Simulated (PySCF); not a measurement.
Al(OH)2(NH2) (AlH4NO2), SMILES [NH2][Al]([OH])[OH].

The structure is a stationary point at B3LYP-D3(BJ)/def2-SVP. One conformer was computed; it need not be the lowest.

Computed with C-PCM-B3LYP/def2-SVP run with PySCF.

The values are the electrostatic part of the solvation free energy, E(continuum) − E(gas) at the gas-phase geometry, in a cavity of scaled van der Waals radii (PySCF's table); cavitation and dispersion terms are not included. A continuum can't describe solvent molecules that bind to the metal. In vacuum the orbital gap is 6.52 eV. The dipole moment in vacuum is 1.73 D.

Computed values in water (ε = 78.36), 1-octanol (ε = 9.86), acetonitrile (ε = 35.69):
```
solvent           ε  ΔG(elec) (kcal/mol)  dipole (D)  gap (eV)
------------  -----  -------------------  ----------  --------
water         78.36                 -8.9        2.07      6.58
1-octanol      9.86                 -8.0        2.04      6.58
acetonitrile  35.69                 -8.7        2.07      6.58
```
